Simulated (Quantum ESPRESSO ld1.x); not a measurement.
Q: These are the eigenvalues of the occupied orbitals of an atom or ion with whole-number occupations (eV). Method: Dirac Kohn-Sham, PW91, spin-unpolarised, spherical densities, point nucleus; computed with ld1.x of Quantum ESPRESSO 7.5.

1s1/2: -273.687
2s1/2: -13.793
2p1/2: -5.345

Which element is it, and in what charge state? The configuration may be excited. Open shells, if any, fill j = l - 1/2 first.

A: Z = 6, carbon, charge 0: C in [He] 2s2 2p2. The list shows which subshells hold electrons but not how many an open one holds; the 1s level, -10.058 hartree, gives Z - s = 4.5 by -(Z - s)^2/2, which with screening and relativity narrows Z to a few neighbours, and the depths of the outer levels then fix element, charge and occupations together.
